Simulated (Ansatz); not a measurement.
Isomers of Cs₃I₄ (doublet), relaxed with PBE0-D4/def2-SVP; total energies from Ansatz at RPA@PBE/def2-TZVP.

```csv
isomer,description,energy (Eh)
A,point group not assigned; 10 × Cs–I 3.57 to 4.20 Å; 1 × I–I 3.27 Å,-1249.49437
B,point group Cs; 9 × Cs–I 3.55 to 4.08 Å; 1 × I–I 3.27 Å,-1249.49014
C,point group C2v; 10 × Cs–I 3.59 to 3.83 Å; 1 × I–I 3.26 Å,-1249.49324
```

In the def2 sets Cs, I take a core potential; there is no spin–orbit coupling. Correlated methods freeze 16 core orbitals; core or outer-core shells of Cs, I are correlated, in sets that lack core-valence functions.

The isomers come from a short search, and lower ones may exist.

Task: Work out the relative energies (1 Eh = 2625.5 kJ/mol) and the Boltzmann populations at 1200 K from electronic energies alone (R = 8.314 J/mol/K).

Result: ΔE: A 0.0, B 11.1, C 3.0 kJ/mol. RT = 9.98 kJ/mol. Factors exp(−ΔE/RT): A 1, B 0.329, C 0.74; sum 2.069. Populations: A 48.3 %, B 15.9 %, C 35.8 %. Zero-point energy, vibrational entropy and symmetry numbers are left out and can shift these; an error of 4 kJ/mol changes a ratio by a factor of 1.5. Over the other density-functional and correlated levels in def2 sets, the gap between A and C ranges from 0 to 4 kJ/mol.
